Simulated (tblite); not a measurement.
Compound: C₆H₁₀F₂O₂.
Atom-mapped SMILES: `[CH3:1][CH:2]([CH3:3])[C@@H:4]1[O:5][C@@H:6]1[O:7][CH:8]([F:9])[F:10]` (hydrogens: H11, H12, H13 on C1; H14 on C2; H15, H16, H17 on C3; H18 on C4; H19 on C6; H20 on C8)

Structure used (GFN2-xTB), in Å, numbered top down from 1:
```xyz
20
C6H10F2O2 angstrom
C     -2.208   -0.612    0.939
C     -0.935    0.121    0.522
C     -1.141    1.634    0.501
C     -0.505   -0.341   -0.853
O      0.327   -1.475   -0.957
C      0.891   -0.258   -1.289
O      1.835    0.268   -0.406
C      2.955   -0.489   -0.277
F      3.797   -0.298   -1.326
F      3.615   -0.083    0.811
H     -2.491   -0.325    1.948
H     -3.027   -0.364    0.266
H     -2.051   -1.687    0.913
H     -0.134   -0.121    1.227
H     -1.891    1.905   -0.240
H     -1.478    1.976    1.475
H     -0.209    2.137    0.257
H     -1.267   -0.280   -1.627
H      1.156   -0.124   -2.337
H      2.756   -1.574   -0.202
```

Computed with GFN2-xTB (tblite): harmonic, unscaled wavenumbers at the GFN2-xTB geometry, gas phase. This tight-binding method is rough: wavenumbers can miss measured ones by several per cent, in bad cases by 10 to 20. One conformer, not necessarily the lowest.

Harmonic wavenumbers (cm⁻¹): 33.2, 41.4, 46.0, 125.2, 147.9, 206.2, 223.5, 233.8, 327.1, 349.9, 417.6, 464.0, 485.0, 542.7, 580.6, 660.4, 851.3, 912.4, 948.0, 951.4, 982.7, 986.3, 1010.0, 1054.2, 1064.4, 1103.1, 1115.6, 1133.0, 1152.1, 1165.1, 1185.4, 1257.8, 1271.7, 1280.6, 1285.4, 1303.0, 1324.0, 1403.0, 1416.2, 1460.1, 1490.3, 1490.5, 1498.9, 1502.3, 2876.5, 2961.5, 2981.9, 2990.3, 3031.9, 3037.0, 3045.5, 3049.1, 3052.0, 3053.4.

A = 2588, B = 682.5, C = 630.0 MHz; mass 152.065 u (most abundant isotopes); point group C1, symmetry number 1.

Zero-point energy?

½Σν̃ = 34281 cm⁻¹ = 98.02 kcal/mol.

Entropy at 298.15 K, 1 bar (ideal gas, RRHO, classical rotation)?

Translation 40.99, rotation 30.05, vibration 35.12: S = 106.2 cal/(mol K).

And Cp and H(298.15 K) − H(0)?

Cp = 40.25 cal/(mol K), of which vibrations give 32.30 (their classical limit is 54 R = 107.3); H(298.15 K) − H(0) = 7.47 kcal/mol without the zero-point energy, 5.10 from vibrations.

What must be added to the electronic energy to get the Gibbs energy at 298.15 K and 1 bar?

ZPE + [H(298.15 K) − H(0)] − T·S = 98.02 + 7.47 − 31.65 = 73.84 kcal/mol.

How do the functions run with temperature in this model?

```tsv
T (K)	S (cal/(mol K))	Cp (cal/(mol K))	H − H(0) (kcal/mol)	G − H(0) (kcal/mol)	ln q(vib)
100	75.0	20.6	1.47	-6.03	2.95
200	92.3	30.3	4.02	-14.43	6.16
300	106.4	40.4	7.54	-24.38	9.12
500	131.9	60.3	17.69	-48.26	14.75
800	164.8	79.5	38.94	-92.93	22.76
1000	183.5	87.6	55.70	-127.80	27.72
```

q(vib) and H(0) count from the zero-point level.

Blend soft modes into free rotors: weight 1/[1 + (100 cm⁻¹/ν̃)⁴] for the oscillator and the rest for a rotor with moment μB/(μ + B), μ = h/(8π²ν), B = 10⁻⁴⁴ kg m². What vibrational entropy results?

30.62 cal/(mol K) in place of 35.12, which changes −T·S at 298.15 K by +1.34 kcal/mol.

Hindered rotation and anharmonicity are outside this model. Other conformers, if any are populated, would add a mixing term that is left out. The structure is chiral; the term R ln 2 for an equal mix with its mirror image is left out.
